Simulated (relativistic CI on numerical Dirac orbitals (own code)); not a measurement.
# La L: sensitivity of the levels to the model

Base calculation: Dirac-Coulomb-Breit CI, orbitals from a KLI potential per configuration, model QED (radiative potential, 1s self-energy scaled to tabulated hydrogen-like ionisation energies), unscaled Slater integrals.

CI space (outside the closed core 1s2): 2s²2p⁴, 2s2p⁵, 2p⁶, 2p⁵3s, 2p⁵3p, 2p⁵3d, 2s²2p³3s, 2s²2p³3p, 2s²2p³3d, 2s2p⁴3s, 2s2p⁴3p, 2s2p⁴3d, 2s²2p³4s, 2s²2p³4p, 2s²2p³4d, 2s²2p³4f. Levels of other configurations are missing.

Variants: (1) non-relativistic limit; (2) one mean potential for all configurations. Shifts of the energy above 2s²2p⁴ ³P2, in eV, for the lowest level and the first level of each name with at least 55 % of one term (blank where a level changes its place among those of its configuration and J or its character, or is not in the variant):

```
        Level     Base     Δ(1)   Δ(2)
   2s²2p⁴ ³P2     0.00     0.00   0.00
   2s²2p⁴ ¹S0    41.29           -0.01
   2s²2p⁴ ³P1   426.45  -426.45  +0.06
   2s²2p⁴ ¹D2   443.82  -413.24  +0.06
   2s2p⁵ ³P°2   706.95  -459.84  +0.17
   2s2p⁵ ¹P°1   765.23           +0.17
   2s²2p⁴ ³P0   885.33           +0.12
   2s2p⁵ ³P°0  1141.91  -894.80  +0.17
   2s2p⁵ ³P°1  1175.06           +0.17
      2p⁶ ¹S0  1505.96  -928.49  +0.42
 2s²2p³3p ³P0  5247.02   -73.05  +0.93
2s²2p³3d ³P°0  5306.10           +0.48
2s²2p³3s ³D°3  5437.77  -302.37  +1.26
2s²2p³3s ¹D°2  5443.58  -299.13  +1.34
2s²2p³3s ³P°0  5471.31  -313.30  +0.89
2s²2p³3s ³P°1  5474.34  -316.33  +0.93
 2s²2p³3p ³D1  5551.61  -348.88  +0.77
 2s²2p³3p ³F4  5641.20  -431.88  +1.19
  2s2p⁴3s ⁵P3  5661.07  -364.81  +0.89
2s²2p³3d ³G°4  5734.26           +1.20
```

At this charge energies of transitions that change n are usually good to better than 1 %, and those within a shell (Δn = 0) to a few per cent.

Ionisation energy from the two ground configurations alone: base 9183.57 eV. The NIST ASD value (theoretical) is 9184 eV.

LS names give the leading component of a level, which can be under half, so a name can repeat, a term be missing and a line seem to break the LS rules.
